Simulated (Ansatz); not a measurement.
The same molecule with X = B, Al, Ga, In. Ansatz, PBE0-D4/def2-TZVP geometries, multiplicity 1. Each molecule was computed in one conformer, which needn't be the lowest.

Elements past krypton have def2 core potentials. Scalar relativity is left out up to krypton.

```csv
X,molecule,mean X–N bond length / Å,mean X–S bond length / Å,HOMO–LUMO gap (PBE0/def2-TZVPP) / eV,LUMO energy (PBE0/def2-TZVPP) / eV,HOMO–LUMO gap (ωB97M-V/def2-TZVPP) / eV
B,`NB(S)S`,1.397,1.822,7.22,0.05,11.04
Ga,`[NH2][Ga]([SH])[SH]`,1.807,2.200,6.92,-0.43,10.97
In,`[NH2][In]([SH])[SH]`,2.012,2.381,6.01,-1.35,10.07
```

(1) Give the row for X = Al, `[NH2][Al]([SH])[SH]`. (Best estimate.)

## Answers

(1) Computed: 
```csv
X,molecule,mean X–N bond length / Å,mean X–S bond length / Å,HOMO–LUMO gap (PBE0/def2-TZVPP) / eV,LUMO energy (PBE0/def2-TZVPP) / eV,HOMO–LUMO gap (ωB97M-V/def2-TZVPP) / eV
Al,`[NH2][Al]([SH])[SH]`,1.759,2.183,7.20,-0.26,10.93
```

From B to In the mean X–N bond length rises at each step, by 0.615 Å in all; the mean X–S bond length rises at each step, by 0.559 Å in all; the HOMO–LUMO gap (PBE0/def2-TZVPP) falls at each step, by 1.21 eV in all; the LUMO energy (PBE0/def2-TZVPP) falls at each step, by 1.40 eV in all; the HOMO–LUMO gap (ωB97M-V/def2-TZVPP) isn't monotonic: highest at B, lowest at In. Bonds lengthen as the atom grows down the group.
